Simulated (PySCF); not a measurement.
## SnF₃ + H₂O → SnOF + 2 HF

Level: PBE0 in the def2-TZVP basis family, computed in PySCF with density fitting; scalar-relativistic core potentials for atoms from Rb on, none lighter, no spin–orbit coupling; open shells unrestricted.

```json
{"species": "SnF₃", "state and structure": "doublet, C3v, Sn–F 1.908 Å (×3); F–Sn–F 105.8° (×3)", "E (Eh)": "-513.75652", "ZPE (kJ/mol)": "14.1", "H(298 K) − H(0) (kJ/mol)": "16.0", "S° (J/(mol K))": "316.1"}
{"species": "H₂O", "state and structure": "singlet, C2v, O–H 0.960 Å (×2); H–O–H 105.1°", "E (Eh)": "-76.37736", "ZPE (kJ/mol)": "56.5", "H(298 K) − H(0) (kJ/mol)": "9.9", "S° (J/(mol K))": "188.7"}
{"species": "SnOF", "state and structure": "doublet, Cs, Sn–F 1.935 Å, Sn–O 1.994 Å; F–Sn–O 95.2°", "E (Eh)": "-389.26376", "ZPE (kJ/mol)": "7.8", "H(298 K) − H(0) (kJ/mol)": "12.5", "S° (J/(mol K))": "295.1"}
{"species": "HF", "state and structure": "singlet, C∞v, H–F 0.920 Å", "E (Eh)": "-100.39188", "ZPE (kJ/mol)": "24.9", "H(298 K) − H(0) (kJ/mol)": "8.7", "S° (J/(mol K))": "173.6"}
```

What is the electronic reaction energy?

At PBE0/def2-TZVP, ΔE = 226.7 kJ/mol from the differences of the total energies times 2625.5, uphill. Hydrolysis steps of this kind drive oxide growth by atomic layer deposition.

Add zero-point, thermal and entropy terms for 298.15 K and 1 bar.

ΔZPE = -13.0 and Δ[H(298) − H(0)] = 4.0 kJ/mol give ΔH° = 217.7 kJ/mol. ΔS° = 137.5 J/(mol K), so ΔG° = 217.7 − 298.15 × (0.1375) = 177 kJ/mol. ΔG° would change sign near 1580 K if ΔH° and ΔS° stayed fixed.

The structures come from searches over a few start shapes, so lower isomers are not excluded.
